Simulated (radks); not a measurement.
Question: All-electron atom: Ho LXIV in [He] 2s2. Calculated with a radial shooting solver on a logarithmic mesh with Libxc functionals: scalar-relativistic Kohn-Sham, r2SCAN, spin-polarised, spherical densities, finite nucleus; meta-GGA in the generalised Kohn-Sham scheme; Fermi nuclear charge, rms radius 5.2022 fm. Some entries of the table are withheld. Estimate them.

orbital,occ.,eigenvalue (Ry),<r^2> (bohr^2),r(max) (bohr)
1s,2,-4613.248,(1),(2)
2s,2,-1130.383,0.008317,0.07246
2p,0,-1064.081,(3),(4)
3s,0,(5),0.04297,0.1861

Answer: 
(1) 1s <r^2> (bohr^2): 0.0005823
(2) 1s r(max) (bohr): 0.01309
(3) 2p <r^2> (bohr^2): 0.006557
(4) 2p r(max) (bohr): 0.05823
(5) 3s eigenvalue (Ry): -479.6281
